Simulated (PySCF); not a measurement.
Working out the ionisation energy of O²⁺

O²⁺ [He] 2s2 2p2 (3P) → O³⁺ [He] 2s2 2p1 (2P). Calculation: PySCF 2.14, in def2-SVP (3s2p1d, 14 functions); the non-relativistic Hamiltonian (point nucleus). Frozen: 1s2. Energies in hartree (1 hartree = 27.21139 eV):

```
            part  O²⁺ (lower)  O³⁺ (upper)
             UHF   -72.999874   -70.986401
CCSD correlation    -0.077611    -0.082940
             (T)    -0.000633    -0.000506
```

**Question.** What does Hartree-Fock give?

**Answer.** (-70.986401) − (-72.999874) = 2.013473 hartree = 54.789 eV.

**Question.** What do CCSD and CCSD(T) give?

**Answer.** The CCSD correlation energies differ by -0.005329 hartree = -0.145 eV and the triples by 0.000127 hartree = 0.003 eV, so CCSD gives 54.644 eV and CCSD(T) 54.647 eV.

Reference: 54.936 eV (semi-empirical (NIST evaluation); NIST Atomic Spectra Database, ionization energies), between the lowest levels; spin-orbit coupling is absent from the calculation.

A double-zeta basis recovers only part of the correlation energy.

What remains against the reference includes basis incompleteness, the frozen core and higher excitations.
